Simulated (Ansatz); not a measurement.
Computed with Ansatz on PBE0-D4/def2-TZVP structures; ΔE is electronic, products minus reactants. CCSD(T)/CBS is the MP2 limit (def2-TZVPP, def2-QZVPP) plus CCSD(T) − MP2 in def2-TZVPP, frozen cores. Functionals use def2-TZVPP. B3LYP here is the variant with VWN-RPA as its local correlation; programs differ in this. One conformer a species, not always the lowest.

Reaction (substitution at a C–C bond): `CCCCCC(C)(C)C` + `[SiH3]SS` → `CCSS[SiH3]` + `CCCC(C)(C)C`

`CCCCCC(C)(C)C`:

Z-matrix (Å, degrees):
```
C
C 1 1.520
H 1 1.094 2 111.1
H 1 1.093 2 111.8 3 -120.0
H 1 1.092 2 111.2 3 119.9
C 2 1.525 1 113.9 3 55.6
H 2 1.095 1 109.2 3 -65.7
H 2 1.095 1 109.5 3 179.1
C 6 1.525 2 115.4 1 58.6
H 6 1.096 2 108.8 1 -178.7
H 6 1.096 2 108.6 1 -63.6
C 9 1.520 6 113.4 2 60.9
H 9 1.094 6 109.4 2 -62.3
H 9 1.094 6 108.1 2 -177.3
C 12 1.536 9 116.7 6 177.2
H 12 1.098 9 108.7 6 54.6
H 12 1.096 9 109.3 6 -60.5
C 15 1.527 12 111.0 9 -61.1
C 15 1.527 12 107.9 9 179.8
C 15 1.527 12 110.7 9 60.8
H 18 1.094 15 111.0 12 -56.0
H 18 1.094 15 110.6 12 -175.5
H 18 1.092 15 111.9 12 64.8
H 19 1.094 15 111.0 12 60.0
H 19 1.094 15 111.1 12 -179.9
H 19 1.094 15 111.0 12 -59.9
H 20 1.094 15 111.0 12 55.9
H 20 1.092 15 111.8 12 -64.8
H 20 1.094 15 110.6 12 175.4
```

`[SiH3]SS`:

Cartesian coordinates in Å:
```
Si -0.750 0.668 0.118
S 1.358 0.570 -0.259
S 1.640 -1.376 0.370
H -1.028 0.394 1.548
H -1.464 -0.317 -0.732
H -1.166 2.050 -0.239
H 1.408 -1.989 -0.806
```

`CCSS[SiH3]`:

```xyz
13

C    -0.647   -1.465    1.500
C    -0.176   -1.317    0.071
S    -1.177   -0.187   -0.929
S    -0.835    1.633   -0.023
Si    0.839    2.173   -1.242
H    -0.010   -2.172    2.039
H    -1.676   -1.828    1.539
H    -0.603   -0.507    2.022
H    -0.252   -2.263   -0.476
H     0.866   -0.993    0.018
H     1.338    3.480   -0.737
H     1.907    1.149   -1.120
H     0.426    2.297   -2.661
```

`CCCC(C)(C)C`:

Z-matrix (Å, degrees):
```
C
C 1 1.520
H 1 1.094 2 111.1
H 1 1.092 2 111.6 3 120.2
H 1 1.094 2 111.1 3 -119.5
C 2 1.520 1 112.0 3 59.8
H 2 1.095 1 109.2 3 -178.1
H 2 1.095 1 109.2 3 -62.3
C 6 1.535 2 117.1 1 179.9
H 6 1.098 2 108.6 1 57.2
H 6 1.098 2 108.6 1 -57.4
C 9 1.527 6 107.9 2 180.0
C 9 1.527 6 110.8 2 60.9
C 9 1.527 6 110.8 2 -60.9
H 12 1.094 9 111.0 6 60.0
H 12 1.094 9 111.0 6 -60.0
H 12 1.094 9 111.0 6 -180.0
H 13 1.092 9 111.8 6 -64.8
H 13 1.094 9 110.6 6 175.5
H 13 1.094 9 111.0 6 55.9
H 14 1.094 9 110.6 6 -175.4
H 14 1.094 9 111.0 6 -55.9
H 14 1.092 9 111.8 6 64.8
```

(1) Is it downhill or uphill in electronic energy at CCSD(T)/CBS, and by how much? (Best estimate.)

(2) What do these levels give: LDA (SPW92), B3LYP-D4, r2SCANh, CCSD/def2-SVP, CCSD/def2-TZVPP, CCSD/CBS(def2)? (Best estimate.)

Largest T1 diagnostic among the species: 0.012.

Answers

(1) Computed: Downhill: ΔE = -14.4 kJ/mol.

(2) The calculation gave: LDA (SPW92) -15.4, B3LYP-D4 -18.1, r2SCANh -18.3, CCSD/def2-SVP -3.6, CCSD/def2-TZVPP -8.6, CCSD/CBS(def2) -12.1 kJ/mol.

Leaving LDA and LC-ωPBE aside and taking each functional with its dispersion term where it has one, the values, not all of them listed here, spread over 8.7 kJ/mol, from BLYP-D4 to ωB97X-V. LDA lies +5.7 kJ/mol from PBE without D4. From PBE to PBE0 (25 % exact exchange), in def2-TZVPP and without D4, ΔE moves by +3.5 kJ/mol.
